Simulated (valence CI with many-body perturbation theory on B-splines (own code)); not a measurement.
Results of a calculation; reference values are marked as such.
## Basis-set convergence for Te²⁰⁺

Level of theory: configuration interaction combined with many-body perturbation theory (CI+MBPT): four valence electrons over a frozen Dirac-Fock core [Ar] 3d10, radial functions for each j: 9 s, 9 p, 8 d, 6 f, 3 g, 1 h, with the one-electron correlation potential Σ1 (screened to all orders), the two-electron term Σ2, the three-electron term Σ3, Breit, model QED; selected single and double excitations, second order for the rest, scaled by the run's own slope (own B-spline code, finite nucleus).

No measured levels were compared; by estimate levels hold to about 250 cm⁻¹ or 0.2 % of their energy and the worst to 1 %, as in measured heavy ions of charge 2 to 7; those with d or f electrons hold less well.

The reference run has the lowest level (4s^2 4p1/2^2) J=0 and an ionisation energy of 600.566 eV. Its largest variational space holds 19993 state functions.

Levels are named by their leading jj configuration (3d3/2^4 stands for four electrons in 3d with j = 3/2), which in mixed levels can hold well under half, so a name can repeat and another be missing. Letters in brackets count levels of one name in rising energy.

Changed runs:
A. basis 6 s, 6 p, 5 d, 3 f, 1 g
B. basis 5 s, 5 p, 4 d, 2 f

Excitation energies of the reference run in cm⁻¹, and shifts in cm⁻¹:

```tsv
Level	Reference	A	B
(4s^2 4p1/2 4p3/2) J=1	88507	-63	-193
(4s^2 4p1/2 4p3/2) J=2	106746	+17	+116
(4s^2 4p3/2^2) J=2	209482	-6.1	+76
(4s^2 4p3/2^2) J=0	254054	+110	+533
(4s 4p1/2^2 4p3/2) J=2	443853	-202	-634
(4s 4p1/2^2 4p3/2) J=1	512802	-0.3	+108
(4s 4p1/2 4p3/2^2) J=2 [a]	540804	-106	-253
(4s 4p1/2 4p3/2^2) J=3	569776	-63	-99
(4s 4p1/2 4p3/2^2) J=0	608565	+26	+256
(4s 4p1/2 4p3/2^2) J=1 [a]	621126	+8.2	+183
(4s 4p1/2 4p3/2^2) J=2 [b]	627218	-8.6	+92
(4s 4p1/2 4p3/2^2) J=1 [b]	670339	+131	+587
Ionisation energy (eV)	600.566	-0.030	-0.101
```
